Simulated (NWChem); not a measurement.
System: CH4N2SSr

Here is an NWChem input.

```
start job
memory heap 200 mb stack 900 mb global 1100 mb
geometry units angstroms
  Sr     0.587843    -0.118979     0.052480
  S     -0.186169     1.535955    -1.911550
  H      0.927840     1.914849    -2.515469
  C     -1.395845    -1.061725     1.574319
  N     -1.001067    -1.757311     0.544716
  N     -0.759252     0.006080     1.952048
  H     -2.279003    -1.393732     2.142122
  H     -1.577671    -2.568880     0.352490
  H     -1.162918     0.455639     2.766307
end
basis spherical
  * library def2-svp
end
ecp
  Sr library def2-ecp
end
dft
  xc pbe0
  iterations 150
end
driver
  maxiter 120
end
task dft optimize
```

No frequency run checked for a minimum. def2 effective core potentials on Sr; no spin-orbit coupling.

The level has its own optimisation.

Q: What results follow from this input? (PBE0/def2-SVP with def2 effective core potentials on Sr.) Quantities: r S–Sr (Å); r C–Sr (Å); r H–S (Å); r C–N (Å); dipole (D).

A: The r S–Sr (Å) is 2.777 and the r C–Sr (Å) is 2.835. The r H–S (Å) comes out as 1.353 and the r C–N (Å) is 1.325. The dipole (D) is 5.93.
